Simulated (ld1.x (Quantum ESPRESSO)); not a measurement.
**Before and after: TM potential for tellurium (Te)**

ld1.x (Quantum ESPRESSO) 7.5 input, shortened:

```
&input
   title='Te', zed=52., rel=1, dft='PBE', iswitch=3,
   config='[Kr] 4d10 5s1 5p5'
 /
 &inputp
   pseudotype=2, tm=.true., lloc=0,
   nlcc=.false.
 /
3
5P  2  1   5.00   0.00  2.10  2.10  0.0
4D  3  2  10.00   0.00  1.25  1.25  0.0
5S  1  0   1.00   0.00  1.95  1.95  0.0
 &test
   configts(1)='4d10 5s1 5p5'
 /
```

All-electron outer shells of the reference configuration (PBE, scalar-relativistic, ld1.x):

```json
{"shell": "4s", "level (eV)": "-165.80", "outermost node (bohr)": "0.38", "outermost maximum (bohr)": "0.70"}
{"shell": "4p", "level (eV)": "-115.81", "outermost node (bohr)": "0.38", "outermost maximum (bohr)": "0.74"}
{"shell": "4d", "level (eV)": "-43.00", "outermost node (bohr)": "0.36", "outermost maximum (bohr)": "0.81"}
{"shell": "5s", "level (eV)": "-15.86", "outermost node (bohr)": "0.91", "outermost maximum (bohr)": "1.77"}
{"shell": "5p", "level (eV)": "-6.50", "outermost node (bohr)": "1.00", "outermost maximum (bohr)": "2.14"}
```

Change: all radii scaled by about 0.91 (s 1.78, p 1.92, d 1.14 bohr).

Cutoffs: the cutoffs (Ry, on a coarse ladder) from which the occupation-weighted sum of valence levels, in a spherical-Bessel basis at the reference potential, stays within 10 and 1 mRy of its value at 400 Ry; they do not see the model core or the augmentation charge, which bear on the density cutoff. Errors are all-electron minus pseudo energies relative to the spin-unpolarised reference configuration.

**Question.** Predict the effect on cutoff, ghosts and configuration errors.

**Answer.** The potential gets neither clearly harder nor softer (110 Ry and 180 Ry → 110 Ry and 200 Ry); of the 7 tests that both files solve, the error grows in 0 and shrinks in 3 by more than 15 % and 0.3 meV (median size 5.7 → 4.0 meV); neither file shows a bound ghost. Less of the atom is replaced, so other configurations are described better.

| quantity | base | changed |
| --- | --- | --- |
| cutoff, loose | 110 Ry | 110 Ry |
| cutoff, tight | 180 Ry | 200 Ry |
| bound ghosts | none | none |
| error for 4d10 5s2 5p4, meV [ΔE -9.25 eV] | -0.5 | +0.7 |
| error for 4d10 5s2 5p3, meV [ΔE 0.47 eV] | -5.7 | -4.0 |
| error for 4d10 5s2 5p2, meV [ΔE 18.40 eV] | -8.8 | -6.8 |
| error for 4d10 5s1 5p4, meV [ΔE 10.32 eV] | -0.7 | -0.6 |
| error for 4d9 5s2 5p4, meV [ΔE 40.00 eV] | -353 | -364 |
| error for 4d10 5s2 5p0, meV [ΔE 81.78 eV] | +20 | +18 |
| error for 4d10 5s2 5p1, meV [ΔE 45.30 eV] | -4.1 | -2.7 |
